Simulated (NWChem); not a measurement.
System: CH4AlClO; SMILES C[O][AlH][Cl]

Here is an NWChem input.

```
start job
memory heap 200 mb stack 900 mb global 1100 mb
geometry units angstroms noautosym nocenter noautoz
  Al    -0.855594     0.268551     0.000613
  H     -2.299915     0.801943     0.287834
  Cl     0.701072     1.566525    -0.566304
  O     -0.543547    -1.379036     0.149123
  C      0.472949    -2.318658     0.024468
  H      1.435561    -1.867724    -0.277986
  H      0.632013    -2.844311     0.982072
  H      0.204657    -3.079635    -0.728891
end
basis spherical
  * library def2-svpd
end
dft
  xc xpbe96 cpbe96
  iterations 150
end
property
  response 1 0.0
end
task dft property
```

Output (shortened):

```
             Northwest Computational Chemistry Package (NWChem) 7.3.0
             --------------------------------------------------------

                             Geometry "geometry" -> ""
                             -------------------------

 Output coordinates in angstroms (scale by  1.889725989 to convert to a.u.)

  No.       Tag          Charge          X              Y              Z
 ---- ---------------- ---------- -------------- -------------- --------------
    1 Al                  13.0000    -0.85559400     0.26855100     0.00061300
    2 H                    1.0000    -2.29991500     0.80194300     0.28783400
    3 Cl                  17.0000     0.70107200     1.56652500    -0.56630400
    4 O                    8.0000    -0.54354700    -1.37903600     0.14912300
    5 C                    6.0000     0.47294900    -2.31865800     0.02446800
    6 H                    1.0000     1.43556100    -1.86772400    -0.27798600
    7 H                    1.0000     0.63201300    -2.84431100     0.98207200
    8 H                    1.0000     0.20465700    -3.07963500    -0.72889100

 Effective nuclear repulsion energy (a.u.)     194.2941764606

  pbe96 is a nonlocal functional; adding pw91lda local functional.
                              NWChem Property Module
                              ----------------------

                                 NWChem DFT Module
                                 -----------------

 Summary of "ao basis" -> "ao basis" (spherical)
 ------------------------------------------------------------------------------
       Tag                 Description            Shells   Functions and Types
 ---------------- ------------------------------  ------  ---------------------
 Al                        def2-svpd                10       24   5s3p2d
 H                         def2-svpd                 4        8   2s2p
 Cl                        def2-svpd                11       27   5s4p2d
 O                         def2-svpd                 9       23   4s3p2d
 C                         def2-svpd                 8       20   4s2p2d

            General Information
            -------------------
          SCF calculation type: DFT
          Wavefunction type:  closed shell.
          No. of atoms     :     8
          No. of electrons :    48
           Alpha electrons :    24
            Beta electrons :    24
          Charge           :     0
          Spin multiplicity:     1
          Use of symmetry is: off; symmetry adaption is: off
          Maximum number of iterations: 150
          AO basis - number of functions:   126
                     number of shells:    54
          Convergence on energy requested:  1.00D-06
          Convergence on density requested:  1.00D-05
          Convergence on gradient requested:  5.00D-04

              XC Information
              --------------
          PerdewBurkeErnzerhof Exchange Functional  1.000
            Perdew 1991 LDA Correlation Functional  1.000 local
           PerdewBurkeErnz. Correlation Functional  1.000 non-local

             Grid Information
             ----------------
          Grid used for XC integration:  medium
          Radial quadrature: Mura-Knowles
          Angular quadrature: Lebedev.
          Tag              B.-S. Rad. Rad. Pts. Rad. Cut. Ang. Pts.
          ---              ---------- --------- --------- ---------
          Al                  1.25       88          11.0       590
          H                   0.35       45          14.0       434
          Cl                  1.00       88          12.0       590
          O                   0.60       49          12.0       434
          C                   0.70       49          13.0       434
          Grid pruning is: on
          Number of quadrature shells:   454
          Spatial weights used:  Erf1

      Superposition of Atomic Density Guess
      -------------------------------------

 Sum of atomic energies:        -815.43771215

      Non-variational initial energy
      ------------------------------

 Total energy =    -816.714175
 1-e energy   =   -1512.909575
 2-e energy   =     501.901223
 HOMO         =      -0.396835
 LUMO         =       0.001772

   convergence    iter        energy       DeltaE   RMS-Dens  Diis-err
 ---------------- ----- ----------------- --------- --------- ---------
 d= 0,ls=0.0,diis     1   -817.6270316699 -1.01D+03  2.39D-02  7.71D-01
 d= 0,ls=0.0,diis     2   -817.3202035927  3.07D-01  1.48D-02  3.67D+00
 d= 0,ls=0.0,diis     3   -817.6988864245 -3.79D-01  3.15D-03  1.10D-01
 d= 0,ls=0.0,diis     4   -817.7064345231 -7.55D-03  1.48D-03  3.66D-02
 d= 0,ls=0.0,diis     5   -817.7117987696 -5.36D-03  2.06D-04  2.16D-04
  Resetting Diis
 d= 0,ls=0.0,diis     6   -817.7118273818 -2.86D-05  5.18D-05  3.34D-05
 d= 0,ls=0.0,diis     7   -817.7118310480 -3.67D-06  4.10D-05  4.26D-06
 d= 0,ls=0.0,diis     8   -817.7118298335  1.21D-06  2.57D-05  1.44D-05
 d= 0,ls=0.0,diis     9   -817.7118316172 -1.78D-06  5.14D-06  5.02D-07
 d= 0,ls=0.0,diis    10   -817.7118316666 -4.94D-08  1.00D-06  1.21D-08

         Total DFT energy =     -817.711831666594
      One electron energy =    -1516.139935943916
           Coulomb energy =      566.069797692730
    Exchange-Corr. energy =      -61.935869876052
 Nuclear repulsion energy =      194.294176460644

 Numeric. integr. density =       48.000000104538

                       DFT Final Molecular Orbital Analysis
                       ------------------------------------

 Vector   22  Occ=2.000000D+00  E=-2.877215D-01
              MO Center=  8.0D-03,  1.2D+00, -3.5D-01, r^2= 3.1D+00
   Bfn.  Coefficient  Atom+Function         Bfn.  Coefficient  Atom+Function
  ----- ------------  ---------------      ----- ------------  ---------------
    44      0.416692  3 Cl px                41      0.330752  3 Cl px
    45     -0.318100  3 Cl py                42     -0.246397  3 Cl py
    25      0.225349  2 H  s                 38      0.190822  3 Cl px
    39     -0.142802  3 Cl py                 3      0.122374  1 Al s
    26      0.114440  2 H  s                  9     -0.085020  1 Al px

 Vector   23  Occ=2.000000D+00  E=-2.583123D-01
              MO Center= -8.9D-02, -1.4D+00,  4.2D-02, r^2= 2.4D+00
   Bfn.  Coefficient  Atom+Function         Bfn.  Coefficient  Atom+Function
  ----- ------------  ---------------      ----- ------------  ---------------
    64     -0.389079  4 O  px                63      0.380079  4 O  s
     4     -0.321866  1 Al s                 65     -0.319567  4 O  py
    67     -0.273975  4 O  px               103      0.247604  6 H  s
     3     -0.211023  1 Al s                 68     -0.196426  4 O  py
    87      0.164377  5 C  px                45     -0.162378  3 Cl py

 Vector   24  Occ=2.000000D+00  E=-2.578711D-01
              MO Center= -2.2D-01, -1.6D+00,  9.6D-02, r^2= 2.2D+00
   Bfn.  Coefficient  Atom+Function         Bfn.  Coefficient  Atom+Function
  ----- ------------  ---------------      ----- ------------  ---------------
    66      0.497577  4 O  pz                69      0.345246  4 O  pz
   111     -0.218017  7 H  s                119      0.218202  8 H  s
    89     -0.208410  5 C  pz               112     -0.128011  7 H  s
   120      0.128056  8 H  s                 64      0.124634  4 O  px
    46     -0.123153  3 Cl pz                43     -0.095720  3 Cl pz

 Vector   25  Occ=0.000000D+00  E=-5.908211D-02
              MO Center= -9.7D-01,  4.0D-01,  1.1D-02, r^2= 4.0D+00
   Bfn.  Coefficient  Atom+Function         Bfn.  Coefficient  Atom+Function
  ----- ------------  ---------------      ----- ------------  ---------------
    14      0.642391  1 Al pz                11      0.359361  1 Al pz
    46     -0.217478  3 Cl pz                66     -0.196163  4 O  pz
     8     -0.183202  1 Al pz                12      0.160350  1 Al px
    69     -0.143900  4 O  pz                43     -0.138991  3 Cl pz
    23      0.090843  1 Al d  1               9      0.089699  1 Al px

 Vector   26  Occ=0.000000D+00  E=-4.346817D-02
              MO Center= -4.5D-01,  2.9D-01, -1.0D-01, r^2= 6.1D+00
   Bfn.  Coefficient  Atom+Function         Bfn.  Coefficient  Atom+Function
  ----- ------------  ---------------      ----- ------------  ---------------
     5      0.612401  1 Al s                 86      0.437191  5 C  s
     3      0.355618  1 Al s                  4      0.315900  1 Al s
    12      0.299900  1 Al px                36     -0.290684  3 Cl s
    47      0.257929  3 Cl px               104     -0.243634  6 H  s
    25     -0.222324  2 H  s                  2      0.216548  1 Al s

 Vector   27  Occ=0.000000D+00  E= 5.035488D-03
              MO Center= -1.3D-01, -7.4D-01, -4.2D-02, r^2= 1.4D+01
   Bfn.  Coefficient  Atom+Function         Bfn.  Coefficient  Atom+Function
  ----- ------------  ---------------      ----- ------------  ---------------
     4      4.074449  1 Al s                 86     -3.268018  5 C  s
     5     -2.549181  1 Al s                 71     -1.756176  4 O  py
    70      1.277652  4 O  px                85     -1.142232  5 C  s
    13     -1.051254  1 Al py               104      0.990091  6 H  s
    12     -0.486673  1 Al px               112      0.460915  7 H  s

     Multipole analysis of the density
     ---------------------------------

[...]

 DFT Linear Response polarizability / au
 Frequency  =       0.0000000 / au
              X              Y              Z
 -----------------------------------------------
 X      60.4413636     -1.0256407     -2.7043521
 Y      -1.0256026     68.0713104     -2.3586315
 Z      -2.7043574     -2.3586220     50.0415287
 -----------------------------------------------
 Eigenvalues =      61.0773453     68.4344436     49.0424137
 Isotropic   =      59.5180675
 Anisotropic =      16.9560799
 -----------------------------------------------

 Magnetic Dipole Response Matrix (nonzero elements):

 Exiting AOResponse driver routine
```

Level: PBE/def2-SVPD. Structure relaxed at the PBE0/def2-SVP level.
